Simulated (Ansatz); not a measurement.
Basis sets compared for the cluster Li4S2. The state is a singlet with charge 0. Geometry PBE0-D4/def2-TZVP. Ansatz on 4 threads of Arm Neoverse V1 on a shared host; times are rough, and most runs start from earlier orbitals.

```xyz
6

Li   -0.1066    0.2374   -1.5997
Li    0.5961    1.3844    0.5594
Li    1.7022   -2.6302    0.8896
Li   -1.5634    0.0409    0.4783
S    -1.1917    1.9227   -0.6427
S     0.5634   -0.9553    0.3151
```

B3LYP takes the VWN-RPA correlation. The structure comes from a short search, and lower isomers may exist.

Binding counts from free atoms (Li doublet, S triplet) in the same basis, without a counterpoise term.

```csv
level,functions,energy (Eh),HOMO (eV),LUMO (eV),binding per atom (eV),wall time
HF/STO-3G,38,-816.0705,-5.53,1.64,2.49,0.15 s
HF/6-31G,62,-825.0284,-7.04,-0.26,1.64,0.3 s
PBE-D4/def2-SVP,72,-825.9983,-3.42,-2.00,2.64,0.85 s
PBE-D4/def2-TZVP (with forces),130,-826.2891,-3.59,-2.04,2.56,1.4 s
r2SCAN-D4/def2-TZVP,130,-826.6524,-3.67,-1.35,2.57,2.7 s
B3LYP-D4/6-31G,62,-826.6980,-4.44,-1.84,2.42,1.1 s
B3LYP-D4/def2-TZVP,130,-826.7943,-4.39,-1.79,2.53,1.6 s
PBE0-D4/def2-SVP,72,-826.0855,-4.44,-1.49,2.59,0.95 s
PBE0-D4/def2-TZVP,130,-826.3716,-4.61,-1.51,2.52,1.3 s
```

Q: Estimate the rows for PBE-D4/def2-TZVPD, r2SCAN-D4/def2-TZVPD, PBE0-D4/def2-TZVPD.

A: 
```csv
level,functions,energy (Eh),HOMO (eV),LUMO (eV),binding per atom (eV),wall time
PBE-D4/def2-TZVPD,160,-826.2921,-3.64,-2.04,2.57,1.7 s
r2SCAN-D4/def2-TZVPD,160,-826.6555,-3.71,-1.37,2.58,3.7 s
PBE0-D4/def2-TZVPD,160,-826.3746,-4.65,-1.54,2.53,2 s
```
